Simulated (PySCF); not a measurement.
SMILES C[C]1OBOC1(C)C, doublet at its GFN2-xTB optimised geometry (Å):

```
18

C     -1.6866     1.5796     0.2759
C     -0.6146     0.6081    -0.0286
O      0.6944     0.9886     0.0000
B      1.4547    -0.1522     0.0000
O      0.6877    -1.2719     0.0010
C     -0.6893    -0.8923     0.0051
C     -1.3612    -1.4315     1.2811
C     -1.3785    -1.4807    -1.2376
H     -1.3941     2.5652    -0.0794
H     -1.8807     1.6575     1.3530
H     -2.6145     1.2809    -0.2091
H      2.6145    -0.1522     0.0000
H     -1.2852    -2.5153     1.3003
H     -0.8610    -1.0307     2.1595
H     -2.4074    -1.1409     1.2989
H     -0.8848    -1.1220    -2.1373
H     -1.3156    -2.5652    -1.2120
H     -2.4218    -1.1792    -1.2583
```

Computed with unrestricted PBE0/def2-SVP in PySCF. Cells within 0.4 Å of a nucleus heavier than hydrogen are left out (blank, or x).

Map of the deformation density (molecule minus spherical neutral atoms) (e/bohr³) on the plane z = 0.0 Å:

```
|22222222222222222222222222222|
|22222222222222222222222222222|
|22222222222222222222222222222|
|22222222222222222222222222222|
|22222222221222222222222222222|
|22222222111112222222222222222|
|22222221122112222222222222222|
|22222211259411222222222222222|
|22222111269411122222222222222|
|222221244x5211123222222222222|
|222211399x5520129421222222222|
|222221265368514xxx11122222222|
|222221122135xx62x621122222222|
|222222111101xx115842442122222|
|222222211114950015xx993112222|
|222222211003950025xx883122222|
|222222211000xx226942332122222|
|222222111014xx6xx421122222222|
|222222111112103xx211122222222|
|22222221111100127321222222222|
|22222221111111123222222222222|
|22222222111111122222222222222|
|22222222211112222222222222222|
|22222222222222222222222222222|
|22222222222222222222222222222|
|22222222222222222222222222222|
|22222222222222222222222222222|
|22222222222222222222222222222|
|22222222222222222222222222222|
```
Scale: ten equal steps from -0.026 (start of '0') to 0.090 (end of '9'), in the order '0123456789'; x runs from -5.00 to 5.00, y from -5.00 (bottom) to 5.00 (top).
